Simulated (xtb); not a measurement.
C4NiO4, charge -1, doublet, at a GFN2-xTB geometry (such geometries of metal compounds can be far from the true shape) (the multiplicity is a formal guess); GFN2-xTB (xtb 6.7.1).

Input for xtb:
```
$ xtb mol.xyz --gfn 2 --chrg -1 --uhf 1 --opt --json

# file mol.xyz
9

Ni     0.06612918    -0.02978067    -0.08854965
O      2.12960836     0.41053015    -2.12588146
C      1.42481117     0.28796376    -1.21122710
O      0.56721683    -0.51832321     2.79931958
C      0.58416148    -0.64465598     1.63763823
O     -1.64509029    -1.61841372    -1.86220756
C     -0.97832311    -1.12447447    -1.05001896
O     -1.42624351     1.98804833     1.42586565
C     -0.83990758     1.27102106     0.72071123
```

Q: Predict the main parts of the log of this xtb run.

A: 
```
   ID    Z sym.   atoms
    1   28 Ni     1
    2    8 O      2, 4, 6, 8
    3    6 C      3, 5, 7, 9

           -------------------------------------------------
          |                Calculation Setup                |
           -------------------------------------------------

           -------------------------------------------------
          |                 G F N 2 - x T B                 |
           -------------------------------------------------

          ...................................................
          :                      SETUP                      :
          :.................................................:
          :  # basis functions                  42          :
          :  # atomic orbitals                  41          :
          :  # shells                           19          :
          :  # electrons                        51          :
          :  max. iterations                   250          :
          :  Hamiltonian                  GFN2-xTB          :
          :  restarted?                      false          :
          :  GBSA solvation                  false          :
          :  PC potential                    false          :
          :  electronic temp.          300.0000000     K    :
          :  accuracy                    1.0000000          :
          :  -> integral cutoff          0.2500000E+02      :
          :  -> integral neglect         0.1000000E-07      :
          :  -> SCF convergence          0.1000000E-05 Eh   :
          :  -> wf. convergence          0.1000000E-03 e    :
          :  Broyden damping             0.4000000          :
          :  net charge                         -1          :
          :  unpaired electrons                  1          :
          ...................................................

 iter      E             dE          RMSdq      gap      omega  full diag
   1    -29.8993529 -0.298994E+02  0.105E+01    0.56       0.0  T
   2    -29.9472285 -0.478756E-01  0.616E+00    0.40       1.0  T
   3    -29.6539895  0.293239E+00  0.537E+00    0.41       1.0  T
   4    -30.0092566 -0.355267E+00  0.151E+00    0.55       1.0  T
   5    -30.0011195  0.813707E-02  0.141E+00    0.50       1.0  T
   6    -30.0146284 -0.135089E-01  0.598E-01    0.57       1.0  T
   7    -30.0182032 -0.357481E-02  0.198E-01    0.56       1.0  T
   8    -30.0184369 -0.233699E-03  0.101E-01    0.57       1.0  T
[...]
 * total energy  :   -29.7761369 Eh     change       -0.7764557E-05 Eh
 * total energy  :   -29.7761435 Eh     change       -0.6654011E-05 Eh
 * total energy  :   -29.7761834 Eh     change       -0.3988821E-04 Eh
 * total energy  :   -29.7762607 Eh     change       -0.7728936E-04 Eh
 * total energy  :   -29.7763582 Eh     change       -0.9748342E-04 Eh
 * total energy  :   -29.7763797 Eh     change       -0.2148490E-04 Eh
 * total energy  :   -29.7764018 Eh     change       -0.2211012E-04 Eh
 * total energy  :   -29.7764125 Eh     change       -0.1068530E-04 Eh
 * total energy  :   -29.7764217 Eh     change       -0.9179423E-05 Eh
 * total energy  :   -29.7764304 Eh     change       -0.8791491E-05 Eh
 * total energy  :   -29.7764350 Eh     change       -0.4600269E-05 Eh
 * total energy  :   -29.7764381 Eh     change       -0.3089314E-05 Eh
   *** GEOMETRY OPTIMIZATION CONVERGED AFTER 31 ITERATIONS ***
         :: total energy             -29.776438138250 Eh    ::
[...]
     6   8 O        0.856    -0.250    18.904     5.829
     7   6 C        1.739     0.302    24.463     8.001
     8   8 O        0.856    -0.250    18.899     5.829
     9   6 C        1.739     0.303    24.449     7.999

 Mol. C6AA /au·bohr⁶  :       2618.129917
 Mol. C8AA /au·bohr⁸  :      98599.354365
 Mol. α(0) /au        :         85.289720

Wiberg/Mayer (AO) data.
largest (>0.10) Wiberg bond orders for each atom

 ---------------------------------------------------------------------------
     #   Z sym  total        # sym  WBO       # sym  WBO       # sym  WBO
 ---------------------------------------------------------------------------
     1  28 Ni   4.780 --     9 C    1.076     7 C    1.074     5 C    1.055
                             3 C    1.055     8 O    0.133     6 O    0.132
                             4 O    0.128     2 O    0.128
     2   8 O    2.394 --     3 C    2.141     1 Ni   0.128
     3   6 C    3.551 --     2 O    2.141     1 Ni   1.055     7 C    0.107
     4   8 O    2.395 --     5 C    2.141     1 Ni   0.128
     5   6 C    3.550 --     4 O    2.141     1 Ni   1.055     9 C    0.106
     6   8 O    2.411 --     7 C    2.137     1 Ni   0.132
     7   6 C    3.571 --     6 O    2.137     1 Ni   1.074     3 C    0.107
     8   8 O    2.411 --     9 C    2.137     1 Ni   0.133
     9   6 C    3.572 --     8 O    2.137     1 Ni   1.076     5 C    0.106
 ---------------------------------------------------------------------------

Topologies differ in total number of bonds
Writing topology from bond orders to xtbtopo.mol

molecular dipole:
                 x           y           z       tot (Debye)
 q only:        0.051      -0.009      -0.044
   full:       -0.019       0.002      -0.058       0.155
molecular quadrupole (traceless):
                xx          xy          yy          xz          yz          zz
 q only:        4.612       0.745       4.137       2.161      -4.298      -8.749
  q+dip:        3.502       0.560       3.229       1.652      -3.217      -6.731
   full:        4.994       0.805       4.605       2.361      -4.596      -9.599

optimized geometry written to: xtbopt.xyz

           -------------------------------------------------
          | TOTAL ENERGY              -29.776438138250 Eh   |
          | GRADIENT NORM               0.001296900031 Eh/α |
          | HOMO-LUMO GAP               0.497832036229 eV   |
           -------------------------------------------------
```
